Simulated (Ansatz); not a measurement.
System: methyl-bis(sulfanyl)borane, CH₅BS₂, net charge 0, singlet state. 
Structure (B3LYP-D3(BJ)/def2-TZVP (Ansatz, a quantum-chemistry and plane-wave program) minimum search):
```
B
C 1 1.5684
H 2 1.0908 1 113.40
H 2 1.0938 3 107.89 1 122.62
H 2 1.0938 3 107.89 4 114.76
S 1 1.8045 2 118.28 3 0.00
H 6 1.3450 1 99.51 2 180.00
S 1 1.8079 2 122.78 3 -180.00
H 8 1.3444 1 97.66 2 0.00
```

Property: atomisation energy (electronic, to ground-state atoms), in kcal/mol. Valence correlation only, unless marked. Open shells are spin-unrestricted. No spin-orbit coupling. Non-relativistic. The coupled-cluster limit lacks core correlation, which all-electron functionals hold. CBS(X,Y): correlation extrapolated as X^-3; Hartree-Fock from the larger set.

| level | program | atomisation energy (kcal/mol) |
|---|---|---|
| HF/aug-cc-pV(D+d)Z | Ansatz | 569.1 |
| PBE0/STO-3G | Ansatz | 953.7 |

### Question
What does CCSD(T)/CBS(aug-cc-pV(T+d)Z,aug-cc-pV(Q+d)Z) (Ansatz) give?

### Answer
767.0 kcal/mol
